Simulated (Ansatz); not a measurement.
`C[O][SnH2][F]` + `F/C=C(\F)C(F)(F)F` → `[F][SnH2][C](F)(F)F` + `CO/C(F)=C/F`  (formal exchange of groups at the Sn–O bond)

Gas-phase electronic energies from Ansatz, PBE0-D4/def2-TZVP geometries. CBS: MP2 limit from def2 TZ/QZ plus the TZ coupled-cluster correction, frozen cores. Double bonds are as drawn, so ΔE can hold a change between cis and trans. Functionals use def2-TZVPP. Elements past krypton have def2 core potentials. For Sn outer-core shells are correlated without core-valence functions, which leaves a few kJ/mol of doubt a bond. One conformer a species, not always the lowest.

CCSD(T)/CBS gives +21.1 kcal/mol.

(1) Another level gave +15.7 kcal/mol. Which?
A. PBE0-D4/def2-TZVPP
B. PBE-D4/def2-TZVPP
C. B2PLYP/def2-TZVPP
D. HF/def2-TZVPP

Largest T1 diagnostic among the species: 0.014.

Answers

(1) B. PBE-D4 15.7, HF/def2-TZVPP 21.4, PBE0-D4 17.3, B2PLYP 19.2 kcal/mol.

From PBE to PBE0 (25 % exact exchange), in def2-TZVPP and without D4, ΔE moves by +1.6 kcal/mol.
